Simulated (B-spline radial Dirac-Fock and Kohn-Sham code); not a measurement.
Hf⁺ 4p1/2: cross section and angular parameters

System: hafnium as Hf⁺ in the configuration [Xe] 4f14 5d1 6s2; threshold 445.5 eV (orbital energy of the model). Method: Dirac-Hartree-Slater photoionisation with a Latter tail; cross sections with all multipoles, angular parameters from the dipole term and its interference with E2. Computed with a radial atomic solver.

Input file task.json (cfg lists n, l and occupation; rrms is the nuclear radius in fm):

```json
{"items": [{
  "Z": 72,
  "q": 1,
  "cfg": [[1, 0, 2], [2, 0, 2], [2, 1, 6], [3, 0, 2], [3, 1, 6], [3, 2, 10], [4, 0, 2], [4, 1, 6], [4, 2, 10], [4, 3, 14], [5, 0, 2], [5, 1, 6], [5, 2, 1], [6, 0, 2]],
  "A": 180,
  "rrms": 5.347,
  "do": "xps",
  "hv": [80, 91.2, 116.0, 150, 161.0, 198.0, 200, 206.0, 211.0, 300, 334.0, 371.0, 448.0, 493.0, 600, 611.0, 800, 803.0, 1300.0, 1480.0, 1500.0, 1740.0, 2480.0, 2984.4, 3070.0, 3750.0, 4970.0, 6000, 7210.0, 7990.0]
}]}
```

Launch: `python xray2_run.py task.json out`

For linearly polarised light dσ/dΩ = σ/(4π) [1 + β P₂(cos θ) + (δ + γ cos²θ) sin θ cos φ], with θ from the polarisation vector and φ the angle between the beam and the projection of the electron momentum on the plane normal to the polarisation.

```
hν (eV)  σ (kb)       β       γ       δ
    493    56.7  -0.545  -0.138   0.060
    600    55.3   0.329  -0.076   0.098
    611    55.1   0.390  -0.047   0.097
    800    49.8   1.030   0.328   0.059
    803    49.7   1.036   0.332   0.058
   1300    32.8   1.504   0.364   0.012
   1480    28.2   1.565   0.297   0.007
   1500    27.7   1.570   0.289   0.006
   1740    22.8   1.619   0.203   0.002
   2480    13.6   1.681   0.032  -0.003
 2984.4    10.0   1.691  -0.012  -0.004
   3070    9.54   1.691  -0.015  -0.004
   3750    6.69   1.687  -0.005  -0.004
   4970    3.92   1.665   0.098  -0.003
   6000    2.69   1.641   0.224  -0.002
   7210       ?       ?       ?       ?
   7990    1.46   1.591   0.493   0.005
```

Q: Give the values at 7210 eV.

A: σ = 1.82 kb, β = 1.610, γ = 0.387, δ = 0.002.
